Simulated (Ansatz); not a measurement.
Sn₁₁PH₂₂, a doped cluster cut from the lattice of tin (P on a surface site), relaxed as a doublet with UKS PBE-D4/def2-SVP in Ansatz, starting from a model built from a lattice or polyhedron. Force threshold 0.03 eV/Å.

In the def2 sets Sn takes a core potential; there is no spin–orbit coupling. Single mean-field runs in def2-SVP are fitted with def2-universal-jkfit.

Start:

Cartesian coordinates in Å:
```
Sn 4.160 1.860 -1.464
Sn 1.096 -3.046 1.484
Sn 0.776 4.709 -0.267
Sn -2.322 -0.181 2.673
P -0.156 0.365 -1.346
Sn -3.259 -4.530 1.582
Sn 3.247 4.518 -1.587
Sn 0.154 -0.401 1.336
Sn 2.331 0.167 -2.639
Sn -0.780 -4.743 0.262
Sn -1.122 3.034 -1.493
Sn -4.208 -1.890 1.432
H 4.362 1.428 0.217
H 5.675 1.766 -2.258
H 1.276 -3.469 3.142
H 2.593 -3.144 0.666
H 0.960 4.260 1.370
H 0.219 6.338 -0.359
H -2.138 -0.625 4.333
H -2.882 1.460 2.598
H -1.090 -0.482 -1.969
H -3.038 -4.989 3.238
H -4.383 -5.569 0.818
H 4.381 5.560 -0.864
H 3.051 4.958 -3.245
H 1.293 0.693 2.080
H 2.861 -1.467 -2.580
H 2.104 0.640 -4.316
H -0.223 -6.353 0.328
H -0.984 -4.294 -1.390
H -2.615 3.136 -0.686
H -1.270 3.477 -3.164
H -5.678 -1.748 2.252
H -4.389 -1.437 -0.188
```

```csv
step,energy (eV),largest force component (eV/Å),SCF passes
1,-73785.0485,1.290,20
2,-73785.3684,0.517,24
3,-73785.5247,0.195,22
4,-73785.5910,0.304,21
5,-73785.6290,0.410,21
6,-73785.6582,0.191,20
7,-73785.6865,0.152,20
8,-73785.7107,0.291,20
9,-73785.7323,0.196,19
10,-73785.7502,0.133,19
11,-73785.7503,0.293,20
12,-73785.7666,0.074,19
13,-73785.7725,0.045,20
14,-73785.7748,0.026,18
15,-73785.7771,0.021,19
16,-73785.7795,0.040,18
17,-73785.7817,0.048,18
18,-73785.7851,0.080,18
19,-73785.7880,0.085,18
20 (rejected),-73785.7736,0.190,19
21,-73785.7913,0.079,19
22 (rejected),-73785.7850,0.216,20
23,-73785.7970,0.018,19
24,-73785.7987,0.016,19
```

Force components are those of the run's own axes.

End:

```xyz
34

Sn    3.872    1.822   -1.158
Sn    1.277   -3.348    1.396
Sn    0.694    5.185   -0.906
Sn   -2.066   -0.423    2.936
P    -0.231    0.982   -0.640
Sn   -3.212   -4.576    1.435
Sn    3.349    4.553   -1.589
Sn    0.378   -0.640    1.533
Sn    1.723    0.322   -2.162
Sn   -0.715   -4.930    0.190
Sn   -1.058    3.216   -1.895
Sn   -3.930   -1.857    1.396
H     3.985    1.469    0.534
H     5.351    1.319   -1.910
H     1.687   -4.017    2.954
H     2.722   -3.428    0.429
H     0.571    5.194    0.824
H     0.310    6.783   -1.463
H    -2.037   -1.072    4.548
H    -2.536    1.247    3.059
H    -1.200    0.091   -1.222
H    -3.094   -5.089    3.090
H    -4.420   -5.575    0.686
H     4.484    5.513   -0.693
H     3.614    4.877   -3.273
H     1.575    0.335    2.364
H     1.901   -1.397   -2.045
H     1.301    0.742   -3.792
H    -0.269   -6.610    0.195
H    -0.868   -4.457   -1.476
H    -2.686    3.523   -1.360
H    -1.071    3.171   -3.643
H    -5.575   -1.629    1.901
H    -3.827   -1.298   -0.248
```

By distances, no bond broke or formed. The bond that changes most is P5–Sn9, from 2.81 to 2.56 Å (atoms count from 1).

The force fell under the threshold at step 14, but the optimiser went on and released 0.024 eV more. No frequencies were taken in this run, so the end may be a saddle point.

Run time 2.6 min (2 threads of AMD EPYC 7R13 on a shared host and a share (18 GiB) of an NVIDIA H100 80GB HBM3).
